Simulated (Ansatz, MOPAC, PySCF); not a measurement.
Complex: HF (SMILES F) (first 2 atoms) with H2 (SMILES [H][H]); geometry from B3LYP-D3(BJ)/def2-TZVP, rigid monomers moved along the line of their centres of mass till H2···H4 is 2.26 Å.
(charge 0, multiplicity 1):
```json
[
 {"atom": "F", "x (Å)": "-0.0821", "y (Å)": "0.1939", "z (Å)": "-0.5040"},
 {"atom": "H", "x (Å)": "-0.0694", "y (Å)": "0.0989", "z (Å)": "0.4177"},
 {"atom": "H", "x (Å)": "-0.0868", "y (Å)": "-0.4891", "z (Å)": "2.6034"},
 {"atom": "H", "x (Å)": "0.0122", "y (Å)": "0.2472", "z (Å)": "2.6740"}
]
```

Counterpoise-corrected where a basis set is named; no monomer relaxation. Rows marked so take none.

Cores are frozen in the correlated methods. CBS(a, b) extrapolates the correlation energy as X⁻³ and adds the Hartree–Fock energy of set b. Rows in 3-21G, 6-311+G**, 6-31G*, STO-3G carry no dispersion term and start afresh at each structure (6-31G* with six Cartesian d functions). The state that AM1, PM7 reach isn't checked; PM7 holds dispersion and hydrogen-bond terms.

Programs: Ansatz (a first-principles code) with Gaussian orbitals; MOPAC for AM1, PM7 (differences of heats of formation); PySCF for 3-21G rows, 6-311+G** rows, 6-31G* rows, STO-3G rows, the dispersion terms. 

Other levels give for the interaction energy: PBE/def2-TZVPPD -48.7; B3LYP/def2-TZVPPD -33.1; B3LYP-D3(BJ)/def2-TZVPPD -44.6; wB97M-V/def2-TZVPPD -40.1; CCSD(T)/CBS(aug-cc-pVTZ, aug-cc-pVQZ) -41.3 meV.

Q: What do these common cheap choices give for the same quantity: AM1, PM7, HF/STO-3G (no counterpoise), HF/3-21G (no counterpoise), B3LYP/6-31G*, B3LYP/6-31G* (no counterpoise), B3LYP/6-311+G** (no counterpoise), M06-2X/6-31G* (no counterpoise)?

A: AM1 -31.1; PM7 -19.1; HF/STO-3G (no counterpoise) 23.5; HF/3-21G (no counterpoise) -9.4; B3LYP/6-31G* -18.1; B3LYP/6-31G* (no counterpoise) -24.9; B3LYP/6-311+G** (no counterpoise) -31.6; M06-2X/6-31G* (no counterpoise) -22.9 meV. They span -31.6 to 23.5 meV.
